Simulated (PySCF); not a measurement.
## How methods differ on the excitation energy of Sb²⁺

Sb²⁺ [Kr] 4d10 5s2 5p1 (2P) → Sb²⁺ [Kr] 4d10 5s2 5d1 (2D), as a difference of total energies. Computed with PySCF 2.14 in aug-cc-pVTZ-PP with one added diffuse shell each of d, f type with ECP28MDF (6s5p5d3f, 67 functions), with scalar relativity through the core potential. Correlated levels: valence: 4s2 4p6 4d10 frozen. The calculations carry no spin-orbit coupling.

| method | excitation energy (eV) |
| --- | --- |
| UHF | 11.277 |
| LDA | 10.701 |
| PBE | 10.444 |
| PBE0 | 10.734 |
| r2SCAN | 10.852 |
| BLYP | 10.412 |
| wB97M-V | 10.996 |
| B2PLYP | 10.783 |
| BHandHLYP | 10.990 |
| MP2 (valence) | 10.945 |
| SCS-MP2 (valence) | 10.945 |

Q: How much does correlation contribute at MP2 (valence)?

A: 10.945 − (11.277) = -0.332 eV, measured against UHF.

The promoted electron is Rydberg-like, and one or two diffuse shells describe it only roughly, which tends to raise the upper state.
